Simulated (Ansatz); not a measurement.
The same path of AlClH₅NSi (9 atoms, charge 0, multiplicity 1) was run twice with different band settings. Lost on the way: Al1–H5. Made: N2–H5.

Level of theory: Ansatz, RKS r2SCANh-D4/def2-SVP.

Relaxed end points:

```xyz
9
Properties=species:S:1:pos:R:3
Al -0.278 1.796 -0.078
N -0.084 0.150 0.617
Si 0.100 -1.364 -0.185
Cl 2.077 -2.014 -0.181
H -0.374 1.916 -1.650
H -0.360 3.006 0.938
H -0.008 0.093 1.632
H -0.677 -2.436 0.489
H -0.309 -1.193 -1.600
```

```xyz
9
Properties=species:S:1:pos:R:3
Al -1.704 1.481 0.177
N 0.332 0.469 0.191
Si 0.066 -1.199 -0.351
Cl 1.876 -2.212 -0.374
H 0.942 1.028 -0.409
H -0.839 2.796 0.708
H 0.703 0.565 1.139
H -0.829 -1.841 0.631
H -0.457 -1.133 -1.730
```

Common settings: movable images 7; climbing image yes; spring 5.0 eV/Å²; optimiser quadratic models (default); start path through a guess of the saddle point; force threshold 0.03 eV/Å; end points relaxed.

| run | iteration limit |
| --- | --- |
| 1 | 60 |
| 2 | 10 |

Task: What does each run give, and how far can it be trusted?

Result: Run 1: converged after 19 iterations, highest image 3.236 eV above the first end. Neighbouring images differ by up to 1.4 eV, so the band resolves the path poorly. A vibrational analysis at the climbing image gives one clearly imaginary mode, 1422i cm⁻¹: a first-order saddle point.
Run 2: not converged after 10 iterations, highest image 3.260 eV above the first end. The band didn't meet its force threshold, so its energies are provisional: the largest band force was still 0.13 eV/Å, and over the last iterations the top moved between 3.26 and 3.28 eV.
The orbitals stay closed-shell, which can raise the energy where a bond breaks towards radicals; this wasn't checked here.
